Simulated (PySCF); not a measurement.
Assignment exercise: C6H11NOSi

Cartesian coordinates in Å; atom numbers follow the order of the lines, from 1:
```xyz
20

C     2.4131   -0.8174    0.6857
C     0.9463   -1.0138    0.4299
O     0.3995   -2.0844    0.5085
C     0.1727    0.2620    0.0971
C     0.9685    1.2273   -0.7162
N     1.3338    2.3252   -0.2289
C    -1.1268   -0.0671   -0.6008
C    -2.4158    0.6174   -0.1352
Si   -2.3514   -1.2349    0.2387
H     2.9124   -0.6335   -0.2652
H     2.5716    0.0540    1.3164
H     2.8426   -1.7052    1.1437
H    -0.0318    0.7296    1.0683
H     1.1522    0.9045   -1.7523
H     1.8339    2.9468   -0.8607
H    -1.0092   -0.1271   -1.6781
H    -3.0410    1.0188   -0.9206
H    -2.2975    1.3301    0.6702
H    -3.1010   -2.1200   -0.6322
H    -2.1771   -1.6016    1.6286
```

Rapidly exchanging positions averaged, non-relativistic, gas phase, one computed conformer. GFN2-xTB structure; σ from GIAO-PBE0/pcSseg-1; PySCF 2.14.

Chemical shifts δ = σref − σ; 13C and 1H against TMS, all at this level.

Q: Assign these signals to the numbered atoms. 13C{1H} NMR (computed): δ 211.4 (C), 178.2 (CH), 71.1 (CH), 32.6 (CH3), 5.3 (CH), 0.2 (CH2).

A: 
211.4 → C2, carbon bonded to 2 C, O
178.2 → C5, carbon bonded to C, N, H
71.1 → C4, carbon bonded to 3 C, H
32.6 → C1, carbon bonded to C, 3 H
5.3 → C7, carbon bonded to 2 C, Si, H
0.2 → C8, carbon bonded to C, Si, 2 H

Q: Assign these signals to the numbered atoms. 1H NMR (500 MHz, computed): δ 11.10 (br s, 1H), 8.22 (d, 1H), 3.06 (m, 1H), 2.80 (m, 1H), 2.23 (s, 3H), 2.22 (m, 1H), 0.76 (m, 1H), 0.30 (m, 1H), 0.19 (m, 1H).

A: 
| δ (ppm) | atoms | environment | reason |
| --- | --- | --- | --- |
| 11.10 | H15 | hydrogen on a nitrogen bonded to C | – |
| 8.22 | H14 | hydrogen on a carbon bonded to C, N | – |
| 3.06 | H19 | hydrogen on a silicon bonded to 2 C | – |
| 2.80 | H20 | hydrogen on a silicon bonded to 2 C | – |
| 2.23 | H10/H11/H12 | hydrogen on a carbon bonded to C | – |
| 2.22 | H13 | hydrogen on a carbon bonded to 3 C | – |
| 0.76 | H17 | hydrogen on a carbon bonded to C, Si | – |
| 0.30 | H16 | hydrogen on a carbon bonded to 2 C, Si | – |
| 0.19 | H18 | hydrogen on a carbon bonded to C, Si | – |

H10/H11/H12 and H13; H16 and H18 lie closer than the usual error of such a calculation, so a measured spectrum could show them in the other order.

The OH or NH signal is concentration- and solvent-dependent in practice; the value given is the gas-phase one. Shifts are as computed. Against solution values, carbons near 30 ppm lie about +3 ppm off and those near 130 ppm about +5 ppm. Of 1309 compounds with measured shifts, 239 miss one by over three times the rms of a fit or turn the order of signals round; such compounds aren't used in these exercises. No couplings were computed; multiplicities are counted from neighbouring protons, with m where these are inequivalent, close in shift, in a saturated or five-membered ring or joined by F or P, and br s for small geminal =CH2 splittings.
